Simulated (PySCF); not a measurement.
Species: C5H8NP3.
Bonds: C1–N2, N2–C3, N2–C4, C4–P5 (aromatic), P5–C6 (aromatic), C6–P7 (aromatic), P7–C8 (aromatic), C8–P9 (aromatic), C4–P9 (aromatic). Hydrogens: H10, H11, H12 on C1; H13, H14, H15 on C3; H16 on C6; H17 on C8.

The same species was optimised twice, with GFN2-xTB and with PBE0-D3(BJ)/def2-SVP (PySCF), and the same property calculations (PySCF, gas phase) were run on both structures.

| coordinate | GFN2-xTB | PBE0-D3(BJ)/def2-SVP | change |
| --- | --- | --- | --- |
| C4–P5 (Å) | 1.775 | 1.787 | +0.012 |
| C4–P9 (Å) | 1.775 | 1.787 | +0.012 |
| C1–N2 (Å) | 1.437 | 1.445 | +0.008 |
| N2–C3 (Å) | 1.437 | 1.445 | +0.008 |
| C6–P7 (Å) | 1.729 | 1.731 | +0.002 |
| P7–C8 (Å) | 1.729 | 1.731 | +0.002 |
| N2–C4 (Å) | 1.361 | 1.362 | +0.001 |
| P5–C6 (Å) | 1.720 | 1.719 | -0.001 |
| C8–P9 (Å) | 1.720 | 1.720 | 0.000 |
| P5–C4–P9 (°) | 130.0 | 128.7 | -1.3 |
| C6–P7–C8 (°) | 104.0 | 103.0 | -1.0 |
| C1–N2–C3 (°) | 119.8 | 118.8 | -1.0 |
| P7–C8–P9 (°) | 136.2 | 137.0 | +0.8 |
| P5–C6–P7 (°) | 136.2 | 137.0 | +0.8 |
| N2–C4–P5 (°) | 115.0 | 115.7 | +0.7 |
| N2–C4–P9 (°) | 115.0 | 115.6 | +0.6 |
| C3–N2–C4 (°) | 120.1 | 120.5 | +0.4 |
| C1–N2–C4–P5 (°) | 0 | -1 | -1 |

Rotational constants: A = 1860, B = 791.1, C = 558.9 MHz (GFN2-xTB) against A = 1858, B = 778.0, C = 552.2 MHz (PBE0-D3(BJ)/def2-SVP). Atoms that the bonding makes alike are paired by their places after alignment.

On the GFN2-xTB structure: HOMO (eV) -5.96 [PBE0/pcSseg-1]; LUMO (eV) -2.16 [PBE0/pcSseg-1]; dipole (D) 3.87 [PBE0/pcSseg-1]; GIAO shielding of C1/C3 (mean) (ppm) 140.3 [PBE0/pcSseg-1]; GIAO shielding of N2 (ppm) 140.9 [PBE0/pcSseg-1]; GIAO shielding of C4 (ppm) -15.7 [PBE0/pcSseg-1]; GIAO shielding of P5/P9 (mean) (ppm) 143.9 [PBE0/pcSseg-1]; GIAO shielding of C6/C8 (mean) (ppm) -1.6 [PBE0/pcSseg-1]; GIAO shielding of P7 (ppm) 111.8 [PBE0/pcSseg-1].

Task: What do these properties become on the PBE0-D3(BJ)/def2-SVP structure?

Result: 
```csv
property,level,on GFN2-xTB,on PBE0-D3(BJ)/def2-SVP,change
HOMO (eV),PBE0/pcSseg-1,-5.96,-5.95,+0.01
LUMO (eV),PBE0/pcSseg-1,-2.16,-2.14,+0.02
dipole (D),PBE0/pcSseg-1,3.87,3.87,0.00
"energy, GFN2-xTB geometry as zero (kcal/mol)",PBE0/pcSseg-1,0.0,-0.4,-0.4
GIAO shielding of C1/C3 (mean) (ppm),PBE0/pcSseg-1,140.3,138.5,-1.8
GIAO shielding of N2 (ppm),PBE0/pcSseg-1,140.9,138.0,-2.9
GIAO shielding of C4 (ppm),PBE0/pcSseg-1,-15.7,-19.3,-3.6
GIAO shielding of P5/P9 (mean) (ppm),PBE0/pcSseg-1,143.9,138.9,-5.0
GIAO shielding of C6/C8 (mean) (ppm),PBE0/pcSseg-1,-1.6,-2.3,-0.7
GIAO shielding of P7 (ppm),PBE0/pcSseg-1,111.8,116.5,+4.7
```

The heavy atoms differ by 0.019 Å rms after alignment. Among bonds between heavy atoms C4–P5 and C4–P9 change most and about equally (+0.012 Å). Changes are differences of the printed values. Neither structure is proved a minimum here.

Shape of the structure used: `[CH3:1][N:2]([CH3:3])[c:4]1[p:5][cH:6][p:7][cH:8][p:9]1`: C1–N2–C4–P5 -1°.
